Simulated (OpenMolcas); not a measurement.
S²⁺: effect of the basis set

```
Program             : OpenMolcas
Method              : MS-RASPT2, IPEA 0.25 Eh, imaginary shift 0.1 Eh (closed shells correlated: 2s 2p)
Active space        : 4 electrons in 9 orbitals (RAS2 3s 3p; RAS3 3d, at most 2 electrons)
State averaging     : 2S+1 = 3 even, 6 roots; 2S+1 = 1 even, 12 roots; 2S+1 = 5 odd, 1 root; 2S+1 = 3 odd, 8 roots; 2S+1 = 1 odd, 8 roots
Spin-orbit coupling : RASSI with atomic mean-field integrals over the reference wave functions, term energies averaged over their components
```

A. ANO-RCC-VTZP [5s4p2d1f], DKH2, point nucleus; CASPT2 step of the order of 21 core-seconds
B. ANO-R2 [5s4p3d1f], X2C, finite nucleus; CASPT2 step of the order of 17 core-seconds
C. ANO-RCC-VQZP [6s5p3d2f1g], DKH2, point nucleus; CASPT2 step about 30 core-seconds
D. ANO-RCC [8s7p5d4f2g], DKH2, point nucleus; CASPT2 step roughly 40 core-seconds

Energies in cm⁻¹ above 3s² 3p² ³P₀, the measured ground level; measured values from NIST levels in Podobedova, Kelleher and Wiese, J. Phys. Chem. Ref. Data 38, 171 (2009).

```tsv
Level	A	B	C	D	Measured
3s² 3p² ³P₀	0.0	0.0	0.0	0.0	0.0
3s² 3p² ³P₁	264	262	260	265	299
3s² 3p² ³P₂	747	741	734	746	833
3s² 3p² ¹D₂	11720	11730	11380	11270	11323
3s² 3p² ¹S₀	27850	28030	27230	27080	27161
3s 3p³ ⁵S°₂	56670	56800	57200	58080	58672
3s 3p³ ³D°₁	83610	83470	83620	83910	84019
3s 3p³ ³D°₂	83630	83490	83640	83930	84047
3s 3p³ ³D°₃	83660	83520	83670	83970	84099
3s 3p³ ³P°₂	98820	98790	98550	98690	98745
3s 3p³ ³P°₁	98850	98820	98580	98720	98766
3s 3p³ ³P°₀	98850	98830	98590	98730	98772
```

Deviations, from unrounded energies. A percentage is the sum of absolute deviations over the sum of measured energies, with the sign that they share, or ± where signs differ.

```
                        Against measurement  Levels      A      B      C      D
             mean absolute deviation (cm-1)      11    430    470    320    120
      fine structure of the ground term (%)       2  -10.6  -11.4  -12.1  -10.7
other terms of the ground configuration (%)       2   +2.8   +3.3   +0.3   -0.3
                   other configurations (%)       7   ±0.6   ±0.6   -0.5   -0.2
```

D lies closest to measurement on these levels and B furthest from it. The largest miss of D in the table is 3s 3p³ ⁵S°₂, by -590 cm-1. The ranking rests on the paired levels alone, and a cruder setting can come out closer through cancelling errors.

Among A to D the level of the table that moves most is 3s 3p³ ⁵S°₂, by 1400 cm-1 (lowest in A, highest in D). Moves below CASPT2's spread within the term are not significant.

CASPT2 breaks the degeneracy within a term, and the mean is taken; among the terms shown or strongly mixed into the levels shown the widest spread is 28 cm-1 (3s² 3p² ¹D, D). The run also gave levels led by 3s 3p² 3d, 3s² 3p 3d, which use shells meant for correlation; these and all levels above them are left out. Some terms mix strongly with configurations of 3d, whose occupation reaches 0.21 (3s 3p³ ³D°, 3s 3p³ ³P°) (figures for A; the like holds for B, C, D). Computed and measured levels are paired by configuration, term and J; levels that our copy of the source lacks, or whose pairing is in doubt (as where it misses far off the trend of its configuration), stay unpaired and out of the deviations. Levels of configurations outside the active space are missing. Levels that lie high or do not pair safely by name in every column are left out.

° marks odd parity.
